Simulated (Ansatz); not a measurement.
CH₇BClNSi (`C[SiH2]NBCl`). The species carries charge 0 and has multiplicity 1. The structure was optimised at the PBE0-D4/def2-TZVP level. It is one conformer, not always the lowest.

```xyz
12

C     0.172    1.748    0.825
Si    0.054    0.627   -0.657
N    -0.571   -0.950   -0.221
B     0.138   -2.148   -0.216
Cl   -0.654   -3.653    0.274
H    -0.805    1.888    1.293
H     0.546    2.733    0.531
H     0.852    1.333    1.573
H    -0.862    1.230   -1.663
H     1.386    0.394   -1.266
H    -1.541   -1.004    0.063
H     1.285   -2.199   -0.535
```

What is the dipole moment at r2SCAN/def2-TZVPP? (Best estimate.)

Ansatz gave: 2.63 D, with components (-0.49, 2.54, 0.47) D in this frame, pointing from negative to positive charge.

And with PBE, B3LYP, ωB97M-V? (Estimate.)

Computed: PBE 2.62 D, B3LYP 2.58 D, ωB97M-V 2.56 D.

Give the Mulliken charges with r2SCAN, B3LYP, ωB97M-V in def2-TZVPP. (Estimate.)

Ansatz gave: 
```csv
atom,r2SCAN,B3LYP,ωB97M-V
C1,-0.28,-0.37,-0.43
Si2,0.41,0.40,0.33
N3,-0.24,-0.18,-0.20
B4,0.11,0.04,0.00
Cl5,-0.20,-0.20,-0.17
H6,0.07,0.10,0.11
H7,0.07,0.10,0.12
H8,0.08,0.11,0.12
H9,-0.08,-0.08,-0.03
H10,-0.07,-0.07,-0.02
H11,0.14,0.13,0.10
H12,0.00,0.03,0.06
```

B3LYP here is the variant with VWN-RPA as its local correlation; programs differ in this.
